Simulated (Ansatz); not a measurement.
Start from `C[NH][SnH2][SiH3]` and change one atom or group to get `C[NH][SnH2][OH]`.

Ansatz, PBE0-D4/def2-TZVP geometries, multiplicity 1. Each molecule was computed in one conformer, which needn't be the lowest.

Elements past krypton have def2 core potentials.

```tsv
property	`C[NH][SnH2][SiH3]`
HOMO–LUMO gap (ωB97M-V/def2-TZVPP) / eV	9.75
size of the dipole moment (ωB97M-V/def2-TZVPP) / D	0.88
HOMO energy (ωB97M-V/def2-TZVPP) / eV	-8.59
HOMO–LUMO gap (B3LYP/def2-TZVPP) / eV	5.57
LUMO energy (B3LYP/def2-TZVPP) / eV	-0.59
HOMO–LUMO gap (PBE/def2-TZVPP) / eV	3.95
```

(1) What does the change do to each property? (Estimate.)

## Answers

(1) The calculation gave: 
```json
{"property": "HOMO–LUMO gap (ωB97M-V/def2-TZVPP) / eV", "`C[NH][SnH2][OH]`": "10.33", "shift": "0.58"}
{"property": "size of the dipole moment (ωB97M-V/def2-TZVPP) / D", "`C[NH][SnH2][OH]`": "1.79", "shift": "0.91"}
{"property": "HOMO energy (ωB97M-V/def2-TZVPP) / eV", "`C[NH][SnH2][OH]`": "-9.00", "shift": "-0.41"}
{"property": "HOMO–LUMO gap (B3LYP/def2-TZVPP) / eV", "`C[NH][SnH2][OH]`": "5.98", "shift": "0.41"}
{"property": "LUMO energy (B3LYP/def2-TZVPP) / eV", "`C[NH][SnH2][OH]`": "-0.47", "shift": "0.12"}
{"property": "HOMO–LUMO gap (PBE/def2-TZVPP) / eV", "`C[NH][SnH2][OH]`": "4.29", "shift": "0.34"}
```

With PBE0 the HOMO falls by 0.28 eV and the LUMO rises by 0.23 eV, so the gap widens by about 0.51 eV. PBE moves the HOMO by -0.19 eV and ωB97M-V by -0.41 eV. Dipoles are sizes alone; their direction can turn.

B3LYP here is the variant with VWN-RPA as its local correlation; programs differ in this.
